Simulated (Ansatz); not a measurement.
The O3–H4 bond of BeFHO (SMILES [OH][Be][F]) is stretched (multiplicity 1, the rest rigid).
Geometry at rest (charge 0, multiplicity 1):
| atom | x (Å) | y (Å) | z (Å) |
|---|---|---|---|
| Be | 0.0293 | 0.0148 | -0.0256 |
| F | 0.9828 | 0.5280 | -0.8951 |
| O | -0.9986 | -0.4674 | 0.8245 |
| H | -0.9734 | -1.0724 | 1.5614 |

Frozen-core correlation.

Run with Ansatz (Gaussian orbitals). 

Energies above the point at 0.954 Å (the B3LYP-D3(BJ) bond length), FIC-MRCISD+Q on CASSCF(4,3)/aug-cc-pVTZ (kcal/mol): 6.80 at 0.858 Å; 5.07 at 1.049 Å; 129.02 at 3.052 Å.

Q: Take the last value as the depth D of a Morse curve D(1 − e^(−a(R − R₀)))², fit a and R₀ to the two near points, and test it at 1.288 and 1.669 Å.

A: 
With D = 129.0, both near points (counted from the curve's value at 0.954 Å) are met by a = 2.24 Å⁻¹ and R₀ = 0.951 Å, so k = 2Da² = 1292 kcal/(mol Å²). The curve then gives 36.2 and 82.5 kcal/mol; the level itself gives 37.3 and 89.7, so Morse is off by -1.2 and -7.3.

Doubts at one or more of the structures used: active orbitals that take no part (FIC-MRCISD+Q on CASSCF(4,3)/aug-cc-pVTZ).

Ansatz is a quantum-chemistry and plane-wave program.
